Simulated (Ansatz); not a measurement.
Geometry optimisation, RHF/def2-SVP in Ansatz 0.2.0.

input.yaml

```yaml
crystal:
  periodic: [false, false, false]
  atoms:
    - { symbol: Ge, position_ang: [0.0, 0.0, 0.0] }
    - { symbol: H, position_ang: [0.0, 0.0, 1.55] }
    - { symbol: Ge, position_ang: [2.2632, 0.0, -0.7992] }
    - { symbol: H, position_ang: [2.7487, -1.4611, -0.9782] }
    - { symbol: H, position_ang: [2.3309, 0.7367, -2.1612] }
    - { symbol: H, position_ang: [3.1736, 0.7244, 0.225] }
    - { symbol: C, position_ang: [-0.9232, 1.5994, -0.6527] }
    - { symbol: H, position_ang: [-1.9758, 1.3458, -0.8971] }
    - { symbol: H, position_ang: [-0.9048, 2.384, 0.1322] }
    - { symbol: H, position_ang: [-0.4128, 1.976, -1.5636] }
    - { symbol: F, position_ang: [-0.7913, -1.3709, -0.5594] }
basis:
  gaussian: { orbitals: def2-SVP }
hamiltonian:
  xc: hf
relax:
  f_tol: 0.02
  max_steps: 40
```

Command:

```bash
$ ansatz run input.yaml --threads 4 --pin off --max-ram 5120MiB --backend cpu --events-out ev --progress --plain --runs-dir out
```

Question: Where does it end, and by what steps?

Answer: The forces met the threshold. The force dipped under the threshold on the way, but the program's further checks kept it going. After 16 steps the energy has fallen by 0.209 eV; H8 moved furthest, 0.62 Å.

| step | energy less start (eV) | largest force component (eV/Å) | accepted |
| --- | --- | --- | --- |
| 0 | 0.0000 | 2.171 | yes |
| 1 | -0.1160 | 0.866 | yes |
| 2 | -0.1666 | 0.315 | yes |
| 3 | -0.1772 | 0.219 | yes |
| 4 | -0.1698 | 0.549 | no |
| 5 | -0.1900 | 0.092 | yes |
| 6 | -0.1950 | 0.120 | yes |
| 7 | -0.2015 | 0.100 | yes |
| 8 | -0.2021 | 0.309 | yes |
| 9 | -0.2056 | 0.102 | yes |
| 10 | -0.2073 | 0.006 | yes |
| 11 | -0.2082 | 0.077 | yes |
| 12 | -0.2078 | 0.046 | no |
| 13 | -0.2087 | 0.020 | yes |
| 14 | -0.2088 | 0.024 | yes |
| 15 | -0.2090 | 0.013 | yes |
| 16 | -0.2090 | 0.012 | yes |

```xyz
11
Properties=species:S:1:pos:R:3
Ge -0.010 0.017 -0.107
H -0.222 -0.382 1.360
Ge 2.354 -0.014 -0.765
H 2.967 -1.391 -0.481
H 2.485 0.305 -2.260
H 3.125 1.049 0.035
C -0.964 1.660 -0.549
H -2.023 1.553 -0.311
H -0.562 2.500 0.021
H -0.868 1.883 -1.612
F -0.774 -1.246 -1.035
```

Whether the end is a true minimum wasn't checked by a vibrational analysis.

The run took 28 s on 4 threads of Arm Neoverse V1, on a shared host, peak memory 0.34 GiB.
